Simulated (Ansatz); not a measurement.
The same molecule with X = Ti, Zr, Hf. Ansatz, PBE0-D4/def2-TZVP geometries, multiplicity 1. Each molecule was computed in one conformer, which needn't be the lowest.

Elements past krypton have def2 core potentials. Scalar relativity is left out up to krypton.

| X | molecule | mean X–Cl bond length / Å | mean X–F bond length / Å | mean X–O bond length / Å | LUMO energy (B3LYP/def2-TZVPP) / eV | size of the dipole moment (PBE/def2-TZVPP) / D | HOMO energy (B3LYP/def2-TZVPP) / eV |
| --- | --- | --- | --- | --- | --- | --- | --- |
| Zr | `[OH][Zr]([F])([Cl])[SeH]` | 2.349 | 1.895 | 1.885 | -1.85 | 2.42 | -7.16 |
| Hf | `[OH][Hf]([F])([Cl])[SeH]` | 2.349 | 1.897 | 1.888 | -1.35 | 2.35 | -7.14 |

(1) Give the row for X = Ti, `[OH][Ti]([F])([Cl])[SeH]`. (An estimate is asked.)

Results:

(1) Ansatz gave: 
```
 X                    molecule  mean X–Cl bond length / Å  mean X–F bond length / Å  mean X–O bond length / Å  LUMO energy (B3LYP/def2-TZVPP) / eV  size of the dipole moment (PBE/def2-TZVPP) / D  HOMO energy (B3LYP/def2-TZVPP) / eV
Ti  `[OH][Ti]([F])([Cl])[SeH]`                      2.195                     1.747                     1.752                                -3.02                                            2.20                                -7.28
```

From Ti to Hf the mean X–Cl bond length isn't monotonic: highest at Zr, lowest at Ti; the mean X–F bond length rises at each step, by 0.150 Å in all; the mean X–O bond length rises at each step, by 0.136 Å in all; the LUMO energy (B3LYP/def2-TZVPP) rises at each step, by 1.67 eV in all; the HOMO energy (B3LYP/def2-TZVPP) rises at each step, by 0.14 eV in all. Dipoles are sizes alone, and their direction can turn along the series.

B3LYP here is the variant with VWN-RPA as its local correlation; programs differ in this.

Spin–orbit coupling is left out; it splits and shifts lone-pair levels of the heavy atoms by tenths of an eV.
